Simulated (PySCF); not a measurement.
Compound: CH4BF3Si.
SMILES: `B[SiH2]C(F)(F)F`

Torsions of this conformer, `[BH2:1][SiH2:2][C:3]([F:4])([F:5])[F:6]`: B1–Si2–C3–F4 -58°.

The closed-shell ground state was solved at several levels (PySCF, density fitting, gas phase, non-relativistic). The structure is a single PBE0-D3(BJ)/def2-SVP conformer in the gas phase; no vibrational or solvent corrections.

```json
{"level": "wB97X-D/def2-SVPD", "basis functions": "165", "total energy (Eh)": "-653.8894", "HOMO (eV)": "-10.90", "LUMO (eV)": "-0.96", "gap (eV)": "9.94", "dipole (D)": "2.47"}
{"level": "KT3/pcSseg-2", "basis functions": "279", "total energy (Eh)": "-661.4145", "HOMO (eV)": "-7.75", "LUMO (eV)": "-3.82", "gap (eV)": "3.93", "dipole (D)": "2.24"}
```

What might PBE0/pcSseg-1 (129 basis functions) give for the same quantities?

Total energy -653.8120 Eh, HOMO -9.00 eV, LUMO -2.90 eV, gap 6.10 eV, dipole 2.34 D.

Over all these levels, which gives the widest orbital gap and which the narrowest?

wB97X-D/def2-SVPD (range-separated hybrid) has the widest, 9.94 eV, and KT3/pcSseg-2 (GGA) the narrowest, 3.93 eV. Functional and basis both differ between the two, so the spread mixes both effects.

How far do the dipole and the HOMO energy spread over the levels?

The dipole runs from 2.24 to 2.47 D (mean 2.35 D) and the HOMO from -10.90 to -7.75 eV.

wB97X-D is run here without its empirical dispersion term; that term would change no orbital, density or response property at a fixed geometry.
